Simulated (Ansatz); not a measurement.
System: C6H14O, charge 0, multiplicity 1. 
Geometry from a B3LYP-D3(BJ)/def2-TZVP (Ansatz, a quantum-chemistry and plane-wave program) optimisation:
SMILES: CCCCCCO
```xyz
21

C      3.8070    -0.0284     0.1089
C      2.4584    -0.7376     0.0279
C      1.2737     0.2249     0.0534
C     -0.0804    -0.4745    -0.0274
C     -1.2626     0.4911     0.0037
C     -2.6062    -0.2167    -0.0872
O     -3.7154     0.6725     0.0000
H      3.9393     0.6608    -0.7287
H      3.8899     0.5535     1.0301
H      4.6351    -0.7391     0.0888
H      2.4142    -1.3380    -0.8867
H      2.3652    -1.4440     0.8592
H      1.3659     0.9328    -0.7781
H      1.3163     0.8260     0.9685
H     -0.1703    -1.1826     0.8037
H     -0.1221    -1.0745    -0.9433
H     -1.2404     1.0833     0.9231
H     -1.1743     1.2004    -0.8285
H     -2.7241    -0.9088     0.7487
H     -2.6565    -0.8093    -1.0105
H     -3.6542     1.3069    -0.7222
```
Charge 0, spin multiplicity 1.

Total electronic energies in hartree. Cores are frozen in the correlated levels unless marked. Spin-orbit coupling is left out. Non-relativistic. Basis-set limits of correlation are two-point, X^-3; Hartree-Fock from the larger set. The bracket is a focal-point correction in the basis named.

```tsv
level	program	energy (Eh)
B2GP-PLYP/def2-TZVPD	Ansatz	-312.05892
MP2/STO-3G	Ansatz	-306.79216
MP2/cc-pVTZ	Ansatz	-311.63201
SCS-MP2/6-31G	Ansatz	-310.76264
SCS-MP2/aug-cc-pVDZ	Ansatz	-311.35759
CCSD/STO-3G	Ansatz	-306.90347
CCSD(T) with core electrons/cc-pwCVTZ	Ansatz	-312.11538
RI-MP2/CBS(aug-cc-pVTZ,aug-cc-pVQZ)+[CCSD(T)-MP2]/aug-cc-pVDZ	Ansatz	-311.9249
RI-MP2/CBS(aug-cc-pVTZ,aug-cc-pVQZ)+[CCSD(T)-MP2]/aug-cc-pVTZ	Ansatz	-311.9221
```

Totals of different functionals don't rank their quality; only differences between species are comparable.
